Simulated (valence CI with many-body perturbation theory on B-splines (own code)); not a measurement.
Which ion has this spectrum?

A relativistic CI+MBPT calculation for an atom or ion with 8 electrons gives these levels (× 10³ cm⁻¹):

| J | Parity | E | g |
| --- | --- | --- | --- |
| 2 | even | 0.00 | 1.30 |
| 0 | even | 511.72 |  |
| 1 | even | 12770 | 1.47 |
| 2 | even | 12922 | 1.12 |
| 2 | odd | 16194 | 1.46 |
| 1 | odd | 16899 | 1.15 |
| 0 | even | 25912 |  |
| 0 | odd | 29066 |  |
| 1 | odd | 29380 | 1.26 |
| 0 | even | 33411 |  |
| 2 | odd | 73606 | 1.48 |
| 1 | odd | 73682 | 1.14 |
| 1 | even | 74633 | 1.47 |
| 2 | even | 74644 | 1.15 |

The energies are calculated, and their last digits are not significant.

Which is it?
A. Os68+
B. Pt70+
C. W66+
D. Ta65+

A. Os68+, ground level (2s^2 2p1/2^2 2p3/2^2) J=2.
